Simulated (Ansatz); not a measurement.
Method: frozen-core CCSD(T)/cc-pVTZ // B3LYP-D3(BJ)/def2-TZVP (Ansatz, a program for electronic structure).

Ansatz 0.2 input:
```yaml
crystal:
  periodic: [false, false, false]
  atoms:
    - { symbol: O, position_ang: [-0.098842, 1.88857, -0.452789] }
    - { symbol: B, position_ang: [-0.069862, 0.569143, -0.134916] }
    - { symbol: Si, position_ang: [1.698395, -0.405048, 0.155915] }
    - { symbol: Si, position_ang: [-1.857809, -0.38555, 0.030938] }
    - { symbol: H, position_ang: [0.766647, 2.309637, -0.529509] }
    - { symbol: H, position_ang: [1.837025, -1.548469, -0.781541] }
    - { symbol: H, position_ang: [2.855177, 0.511685, -0.056768] }
    - { symbol: H, position_ang: [1.784167, -0.940831, 1.538441] }
    - { symbol: H, position_ang: [-1.946892, -1.052971, 1.356621] }
    - { symbol: H, position_ang: [-1.937544, -1.456458, -0.998134] }
    - { symbol: H, position_ang: [-3.030461, 0.510291, -0.128259] }
basis:
  gaussian: { orbitals: cc-pVTZ }
correlation:
  method: ccsd_t
```

Output:

```
Functional definition: HF
1299 factors; integrals over basis functions are off by at most 1.2e-3 eV
mean field evaluation 1: about -18542.8982 eV, gradient 3.4e1 eV
mean field evaluation 2: about -18543.1174 eV, gradient 3.4e1 eV
mean field evaluation 4: about -18546.3422 eV, gradient 4.1e0 eV
mean field evaluation 8: about -18546.4268 eV, gradient 1.6e-1 eV
mean field evaluation 16: about -18545.2462 eV, gradient 2.2e1 eV
mean field -18546.42694077 eV, -681.5686188537 hartree, gradient 3.0e-6 eV, S^2 0.000000; 0 other end points of the search recorded, 0 dependent functions left out
12 core orbitals not correlated
reference -18546.42694077 eV, -681.5686188537 hartree; 12, 12 occupied and 202, 202 virtual orbitals, 1299 factors
second order -16.23183038 eV of doubles, -0.00000000 eV of singles
cycle   1  -17.16089633 eV  change   -9.3e-1 eV  update   1.0e-1
cycle   2  -17.69196334 eV  change   -5.3e-1 eV  update   3.3e-2
cycle   3  -17.80809703 eV  change   -1.2e-1 eV  update   1.9e-2
cycle   4  -17.79503288 eV  change    1.3e-2 eV  update   5.2e-3
cycle   5  -17.79421665 eV  change    8.2e-4 eV  update   2.2e-3
cycle   6  -17.79429755 eV  change   -8.1e-5 eV  update   6.4e-4
cycle   7  -17.79394370 eV  change    3.5e-4 eV  update   2.1e-4
cycle   8  -17.79400338 eV  change   -6.0e-5 eV  update   8.2e-5
cycle   9  -17.79405189 eV  change   -4.9e-5 eV  update   2.7e-5
cycle  10  -17.79404024 eV  change    1.2e-5 eV  update   1.0e-5
perturbative correction -0.64398185 eV, -0.0236658966 hartree
Total energy: -18564.86496287 eV, -682.2462036680 hartree
```

Cost: around 2.8 core-minutes (rough).
